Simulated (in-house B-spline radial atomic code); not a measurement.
The lead ion Pb²⁺ is squeezed into an impenetrable sphere of radius R (the orbitals vanish at R). Computed with an all-electron radial atomic-structure program (B-spline basis): Dirac-Hartree-Fock, average of configuration, Fermi nucleus of rms radius 5.5012 fm.

Energies in eV above the free ion in [Xe] 4f14 5d10 6s2:

| R (bohr) | highest level (eV) | [Xe] 4f14 5d10 6s2 | [Xe] 4f14 5d10 6s1 6d1 | [Xe] 4f14 5d9 5f1 6s2 |
| --- | --- | --- | --- | --- |
| 7.19 | -30.2 | 0.002894 | 18.8 | 37.31 |
| 6.89 | -30.2 | 0.005834 | 19.02 | 37.58 |
| 5.28 | -30 | 0.2107 | 22.09 | 40.38 |
| 4.19 | -28.9 | 2.025 | 30.07 | 46.01 |
| 3.58 | -26.3 | 7.102 | 42.61 | 54.81 |
| 2.84 | -15 | 35.28 | 88.95 | 90.84 |
| 2.56 | -4 | 67.83 | 133.2 | 128.2 |
| 2.32 | 12.5 | 122.5 | 201.1 | 188.3 |
| 1.91 | 73.8 | 366 | 477 | 446.1 |
| 1.58 | 198 | 977.8 | 1127 | 1077 |

(1) Does [Xe] 4f14 5d10 6s1 6d1 fall below [Xe] 4f14 5d10 6s2 under compression?

(2) Does [Xe] 4f14 5d9 5f1 6s2 fall below [Xe] 4f14 5d10 6s2 under compression?

The highest level is first positive in the row R = 2.32 bohr, pushed up by confinement above the zero of the free ion's potential. Each configuration is held fixed and needn't be the lowest in the sphere.

## Answers

(1) No, it stays above over the whole range.

(2) No, it stays above over the whole range.
